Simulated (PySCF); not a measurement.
## Dipole response of Be⁺ (beryllium, charge +1)

[He] 2s1, 2S determinant. Computed with PySCF 2.14 in aug-cc-pCVDZ (5s4p2d, 27 functions), with no relativity, point nucleus. Coupled (time-dependent) response in atomic units; α is the mean over directions. A double-zeta set is small for polarisabilities.

```csv
method,mean α (bohr³),C₆ (like pair),S(−4)
UHF,24.85,70.45,1118
PBE,21.48,56.68,835.8
PBE0,22.16,59.34,890.5
MN15,19.04,38.52,1060
r2SCANh,24.26,70.34,997.4
```

S(−4) is the Cauchy moment in α(ω) = α(0) + S(−4) ω² + …

α(iu) at r2SCANh:

```
u (hartree)  α(iu) (bohr³)
          0          24.26
     0.0500          22.01
      0.100          17.25
      0.200          9.395
      0.300          5.462
      0.500          2.429
      0.750          1.206
       1.00         0.7235
       1.50         0.3525
       2.00         0.2153
       3.00         0.1122
       5.00        0.05328
```

For an ion, C₆ is the dispersion term alone; charge-induced terms of lower order in 1/R come first.
